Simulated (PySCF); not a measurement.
Molecule: CH7GeO3, charge 1, multiplicity 1. It need not be the lowest isomer of its formula. 
Geometry from a B3LYP-D3(BJ)/def2-TZVP (Ansatz) optimisation:
```xyz
12

C      1.9698    -0.2337     0.0647
Ge     0.0864     0.1256     0.1198
O     -0.7138    -1.2655    -1.1162
O     -0.4580     1.5281    -0.7471
O     -0.9863    -0.3051     1.4278
H      2.3281    -0.0288    -0.9432
H      2.4716     0.4293     0.7689
H      2.1536    -1.2727     0.3307
H     -1.4231    -1.8025    -0.7243
H     -1.2757     1.9395    -0.4355
H     -0.5965    -0.5553     2.2751
H     -0.9776    -0.9856    -2.0084
```
Charge +1, spin multiplicity 1.

Dispersion corrections to the total energy (kcal/mol) from the dftd3 and dftd4 libraries through PySCF: D3(BJ) without and D4 with the three-body term, each with the damping fitted for the functional named.

```csv
functional,D3(BJ),D4
CAM-B3LYP,-4.05,-4.00
B2GP-PLYP,-3.65,-1.98
revPBE,-12.10,-13.74
PBE0,(withheld),-3.94
TPSS,(withheld),-6.27
TPSSh,-5.82,-5.70
PW6B95,(withheld),-4.11
```

Problem. Some entries are withheld; supply them.

Solution. 
- PBE0, D3(BJ): -4.37
- TPSS, D3(BJ): -6.29
- PW6B95, D3(BJ): -2.68
